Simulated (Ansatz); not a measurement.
Ansatz (a program for electronic structure) input (PBE/6-31G* with LANL2DZ past Ar): The .json file joins the Basis Set Exchange's 6-31G* for atoms up to Ar and LANL2DZ past it.

Ansatz 0.2 input:
```yaml
crystal:
  periodic: [false, false, false]
  atoms:
    - {symbol: Ta, position_ang: [0.01347500, 0.03043000, 0.01818800]}
    - {symbol: H, position_ang: [-0.66633400, -1.85650600, 0.29574700]}
    - {symbol: H, position_ang: [-0.99807700, 1.39822400, 0.40724300]}
    - {symbol: H, position_ang: [-0.72125500, -1.76799900, -0.50058100]}
    - {symbol: H, position_ang: [-0.32023900, -0.36896800, -1.63594600]}
    - {symbol: H, position_ang: [1.72223600, 0.37382800, 0.10577700]}
basis:
  gaussian:
    orbitals: 6-31Gs+LANL2DZ.json
hamiltonian:
  xc: {name: PBE}
total_charge: 1
magnetization: {spin_polarized: true, initial_magnetization: 1}
relax: {f_tol: 0.003, max_steps: 120}
```

Output:

```
Functional definition: PBE
integrals: 0.01 GiB planned
487 factors; integrals over basis functions are off by at most 4.1e-4 eV
mean field: 0.10 GiB planned
mean field evaluation 1: about -1640.7912 eV, gradient 9.6e0 eV
mean field evaluation 2: about -1641.1565 eV, gradient 8.0e0 eV
mean field evaluation 4: about -1641.6946 eV, gradient 1.1e0 eV
mean field evaluation 8: about -1641.7000 eV, gradient 1.8e-2 eV
mean field evaluation 16: about -1639.8294 eV, gradient 3.4e0 eV
mean field -1641.70000426 eV, -60.3313623724 hartree, gradient 5.3e-5 eV, S^2 0.753592; 3 other end points of the search recorded, 0 dependent functions left out
the calculation of the forces begins
reference -1641.70007916 eV, -60.3313651249 hartree; 9, 8 occupied and 23, 24 virtual orbitals, 487 factors
relax step   1: F+E_penalty+E_count = -1641.70000426 eV  Δ(F+E_penalty+E_count) = +0.000e0 eV  max|allowed force component| = 3.362e-1 eV/Å  Δτ_max = 0.0000 Å  (71 SCF iters, accepted)
these checks for a lower state are left out or cut short: starts, cluster_reference, orbital_swaps, neighbouring_geometries, increment
integrals: 0.01 GiB planned
487 factors; integrals over basis functions are off by at most 4.1e-4 eV
mean field: 0.10 GiB planned
mean field evaluation 32: about -1641.7094 eV, gradient 5.5e-2 eV
mean field -1641.70563759 eV, -60.3315693932 hartree, gradient 2.3e-5 eV, S^2 0.753672; 0 other end points of the search recorded, 0 dependent functions left out
the calculation of the forces begins
reference -1641.70571064 eV, -60.3315720778 hartree; 9, 8 occupied and 23, 24 virtual orbitals, 487 factors
relax step   2: F+E_penalty+E_count = -1641.70563759 eV  Δ(F+E_penalty+E_count) = -5.633e-3 eV  max|allowed force component| = 3.736e-1 eV/Å  Δτ_max = 0.0769 Å  (28 SCF iters, accepted)
these checks for a lower state are left out or cut short: starts, cluster_reference, orbital_swaps, neighbouring_geometries, increment
integrals: 0.01 GiB planned
487 factors; integrals over basis functions are off by at most 4.1e-4 eV
mean field: 0.10 GiB planned
mean field -1641.71268398 eV, -60.3318283436 hartree, gradient 1.5e-5 eV, S^2 0.753605; 0 other end points of the search recorded, 0 dependent functions left out
the calculation of the forces begins
reference -1641.71275772 eV, -60.3318310534 hartree; 9, 8 occupied and 23, 24 virtual orbitals, 487 factors
relax step   3: F+E_penalty+E_count = -1641.71268398 eV  Δ(F+E_penalty+E_count) = -7.046e-3 eV  max|allowed force component| = 2.896e-2 eV/Å  Δτ_max = 0.0309 Å  (26 SCF iters, accepted)
these checks for a lower state are left out or cut short: starts, cluster_reference, orbital_swaps, neighbouring_geometries, increment
integrals: 0.01 GiB planned
487 factors; integrals over basis functions are off by at most 4.1e-4 eV
mean field: 0.10 GiB planned
mean field -1641.71285144 eV, -60.3318344973 hartree, gradient 2.6e-5 eV, S^2 0.753638; 0 other end points of the search recorded, 0 dependent functions left out
the calculation of the forces begins
reference -1641.71292514 eV, -60.3318372059 hartree; 9, 8 occupied and 23, 24 virtual orbitals, 487 factors
relax step   4: F+E_penalty+E_count = -1641.71285144 eV  Δ(F+E_penalty+E_count) = -1.675e-4 eV  max|allowed force component| = 1.270e-2 eV/Å  Δτ_max = 0.0032 Å  (24 SCF iters, accepted)
these checks for a lower state are left out or cut short: starts, cluster_reference, orbital_swaps, neighbouring_geometries, increment
integrals: 0.01 GiB planned
487 factors; integrals over basis functions are off by at most 4.1e-4 eV
mean field: 0.10 GiB planned
mean field -1641.71285933 eV, -60.3318347876 hartree, gradient 1.7e-5 eV, S^2 0.753623; 0 other end points of the search recorded, 0 dependent functions left out
the calculation of the forces begins
reference -1641.71293300 eV, -60.3318374946 hartree; 9, 8 occupied and 23, 24 virtual orbitals, 487 factors
relax step   5: F+E_penalty+E_count = -1641.71285933 eV  Δ(F+E_penalty+E_count) = -7.898e-6 eV  max|allowed force component| = 2.073e-2 eV/Å  Δτ_max = 0.0058 Å  (24 SCF iters, accepted)
these checks for a lower state are left out or cut short: starts, cluster_reference, orbital_swaps, neighbouring_geometries, increment
integrals: 0.01 GiB planned
487 factors; integrals over basis functions are off by at most 4.1e-4 eV
mean field: 0.10 GiB planned
mean field evaluation 64: about -1641.7130 eV, gradient 1.1e-5 eV
mean field -1641.71296415 eV, -60.3318386395 hartree, gradient 1.1e-5 eV, S^2 0.753671; 0 other end points of the search recorded, 0 dependent functions left out
the calculation of the forces begins
reference -1641.71303774 eV, -60.3318413440 hartree; 9, 8 occupied and 23, 24 virtual orbitals, 487 factors
relax step   6: F+E_penalty+E_count = -1641.71296415 eV  Δ(F+E_penalty+E_count) = -1.048e-4 eV  max|allowed force component| = 5.005e-3 eV/Å  Δτ_max = 0.0084 Å  (25 SCF iters, accepted)
these checks for a lower state are left out or cut short: starts, cluster_reference, orbital_swaps, neighbouring_geometries, increment
integrals: 0.01 GiB planned
487 factors; integrals over basis functions are off by at most 4.1e-4 eV
mean field: 0.10 GiB planned
mean field -1641.71296714 eV, -60.3318387494 hartree, gradient 2.1e-5 eV, S^2 0.753675; 0 other end points of the search recorded, 0 dependent functions left out
the calculation of the forces begins
reference -1641.71304072 eV, -60.3318414533 hartree; 9, 8 occupied and 23, 24 virtual orbitals, 487 factors
relax step   7: F+E_penalty+E_count = -1641.71296714 eV  Δ(F+E_penalty+E_count) = -2.992e-6 eV  max|allowed force component| = 1.937e-3 eV/Å  Δτ_max = 0.0013 Å  (20 SCF iters, accepted)
integrals: 0.01 GiB planned
487 factors; integrals over basis functions are off by at most 4.1e-4 eV
mean field: 0.10 GiB planned
mean field evaluation 96: about -1641.0903 eV, gradient 4.8e-1 eV
mean field -1641.71296714 eV, -60.3318387494 hartree, gradient 2.1e-5 eV, S^2 0.753675; 6 other end points of the search recorded, 0 dependent functions left out
the calculation of the forces begins
reference -1641.71304072 eV, -60.3318414533 hartree; 9, 8 occupied and 23, 24 virtual orbitals, 487 factors
Total energy: -1641.71304072 eV, -60.3318414533 hartree
Atom 0 at     0.015668     0.026865     0.050090 Å, force    -0.000023     0.000122    -0.000621 eV/Å
Atom 1 at    -0.669965    -1.869520     0.307204 Å, force    -0.000070     0.000372    -0.001899 eV/Å
Atom 2 at    -0.995150     1.383260     0.371769 Å, force     0.000308    -0.000418    -0.000132 eV/Å
Atom 3 at    -0.728081    -1.787581    -0.495638 Å, force     0.000122    -0.000247     0.001937 eV/Å
Atom 4 at    -0.296178    -0.311032    -1.615700 Å, force     0.000188     0.000277     0.000755 eV/Å
Atom 5 at     1.703513     0.367017     0.072702 Å, force    -0.000524    -0.000105    -0.000040 eV/Å
Dipole moment:    -0.136014    -0.429820     0.233214 e Å
```

The dipole moment of an ion depends on the origin.

The geometry given is a B3LYP-D3(BJ)/def2-TZVP minimum.
